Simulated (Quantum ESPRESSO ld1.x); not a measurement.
Values are calculated unless marked as measured or tabulated.
Question: Pt XXV, 54 electrons, occupied as [Kr] 4d10 4f8 (the NIST ground configuration). Code: ld1.x of Quantum ESPRESSO 7.5. Model: scalar-relativistic Kohn-Sham, BLYP, spin-unpolarised, spherical densities, point nucleus. Some entries of the table are withheld. Estimate them.

orbital,occ.,eigenvalue (eV),<r> (bohr)
1s,2,-79164.3,0.01714
2s,2,-14496.0,0.07234
2p,6,-12657.0,0.06522
3s,2,(1),0.1868
3p,6,-3412.52,0.1878
3d,10,-2833.33,0.1701
4s,2,-1368.83,(2)
4p,6,-1187.29,0.4263
4d,10,-968.975,0.4401
4f,8,-728.964,0.4367

Answer: 
(1) 3s eigenvalue (eV): -3948.24
(2) 4s <r> (bohr): 0.4048
